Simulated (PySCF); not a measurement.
An unknown gives this computed stick spectrum. Method: TDDFT CAM-B3LYP/def2-SVPD, vertical, gas phase, core orbitals frozen in the response (PySCF 2.14.0, density-fitted response routines). Geometries: GFN2-xTB, one conformer each.

```tsv
state	E (eV)	f	main configurations (H = HOMO, L = LUMO)
S1	6.08	0.0081	H-1→L (52%), H→L (17%), H-1→L+4 (10%)
S2	6.57	0.050	H→L (36%), H-1→L (16%), H-2→L (13%)
S3	6.77	0.084	H→L (26%), H-2→L+2 (22%), H→L+2 (15%)
S4	6.95	0.047	H-2→L (24%), H-2→L+2 (13%), H→L (13%)
S5	7.34	0.024	H-3→L (34%), H-1→L+4 (15%), H-1→L (10%)
S6	7.48	0.0092	H→L+1 (74%), H→L+3 (9%)
S7	7.78	0.0068	H→L+2 (42%), H-4→L (14%)
S8	7.83	0.012	H→L+3 (32%), H-4→L (19%), H-1→L+1 (10%)
```

Orbital energies (eV): HOMO-3 -11.15, HOMO-2 -10.09, HOMO-1 -9.63, HOMO -9.09, LUMO 0.49, LUMO+1 1.27, LUMO+2 1.48.

Problem. Which structure fits? All have the formula C7H6F2.
A. `C1(F)=CC(=CC21CC2)F`
B. `C#C[C@@]1(F)CC=C1CF`
C. `Cc1ccc(F)c(F)c1`

Solution. B. Its S1, at 6.08 eV, is the highest among the candidates; the nearest of the others has S1 at 5.35 eV. S1 is HOMO-1→LUMO (52%), HOMO→LUMO (17%), HOMO-1→LUMO+4 (10%). Löwdin shares by element: HOMO carbon 72% or more (atoms not listed hold the other 29%); LUMO carbon 65% or more (atoms not listed hold the other 35%). At the same level the other candidates give, for their lowest levels:
- `FC1=CC2(CC2)C(F)=C1`: 4.86 eV (f 0.056); 6.23 eV (f 0.000); 6.44 eV (f 0.214); 6.71 eV (f 0.002); 6.87 eV (f 0.012); T1 3.04 eV; HOMO -7.69, LUMO 0.22 eV
- `Cc1ccc(F)c(F)c1`: 5.35 eV (f 0.021); 6.14 eV (f 0.013); 6.79 eV (f 0.009); 7.03 eV (f 0.506); 7.05 eV (f 0.071); T1 4.09 eV; HOMO -8.40, LUMO 0.38 eV

Shape of the structure used: `[CH:1]#[C:2][C@@:3]1([F:4])[CH2:5][CH:6]=[C:7]1[CH2:8][F:9]`: C6–C7–C8–F9 4°.
Triplets come from the Tamm–Dancoff approximation.
